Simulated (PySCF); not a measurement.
## Mg: excitation energy

Mg [Ne] 3s2 (1S) → Mg [Ne] 3s1 4s1 (3S), as a difference of total energies. Calculation: PySCF 2.14, in aug-cc-pCVTZ-DK with one added diffuse shell each of s, p, d, f type (9s8p6d4f, 91 functions); scalar relativity by spin-free X2C-1e. Correlated levels: nothing frozen. The calculations carry no spin-orbit coupling.

```tsv
method	excitation energy (eV)	error (eV)
UHF	4.212	-0.896
MP2 (all electrons)	4.907	-0.201
SCS-MP2 (all electrons)	5.049	-0.059
CCSD (all electrons)	5.050	-0.058
CCSD(T) (all electrons)	5.080	-0.028
```

Reference: 5.108 eV (measured; NIST levels).

Errors of the correlated levels include the incompleteness of this basis.
